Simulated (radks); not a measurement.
Spherical quantum dot in the effective-mass picture: electrons in a hard-walled sphere of radius 6.78, with a point charge +2 (a donor) at the centre, all in effective atomic units (hartree* = m*/eps^2 hartree, bohr* = eps/m* bohr), one dielectric constant everywhere. Calculated with a radial shooting solver with Libxc functionals: non-relativistic Kohn-Sham, PBE, spin-polarised, spherical densities. Levels are named by radial order and angular momentum (1s, 1p, 1d, 2s, ...), and open shells are averaged over m. Results are scaled to m* = 0.122 and eps = 14.3, for which hartree* = 16.23 meV and bohr* = 6.203 nm.

N = 12, configuration 1s2 1p6 1d(up 2, down 0) 2s2. This is the lowest configuration that the search found. Occupied and some empty levels:

level    occupation  eigenvalue (meV)  <r> (nm)
1s down           1            26.769     6.406
1s up             1            26.777     6.454
2s up             1            30.983     28.35
2s down           1            31.297     28.24
1p up             3            31.639     29.05
1p down           3            31.958     28.88
1d up             2            33.280     30.08
1d down           0            33.622     29.98
1f up             0            35.505     30.90
1f down           0            35.865     30.83
1g up             0            38.272     31.59
1g down           0            38.645     31.54
2p up             0            39.806     21.10
2p down           0            39.929     21.02

Energy (meV): total 123.975, kinetic 92.969, external -182.19, Hartree 263.94, exchange-correlation -50.751.

Electron density:

r (nm)  n(r) (e/nm^3)
1.09         0.007693
3.19         0.002151
5.29        0.0006662
7.39        0.0002255
9.48       0.00008486
11.6       0.00003878
13.7       0.00002558
15.8       0.00002489
17.9       0.00002953
20.0       0.00003691
22.1       0.00004549
24.2       0.00005387
26.3       0.00006041
28.4       0.00006321
30.5       0.00006062
32.6       0.00005182
34.7       0.00003768
36.8       0.00002150
38.9        8.174e-06
41.0        9.500e-07
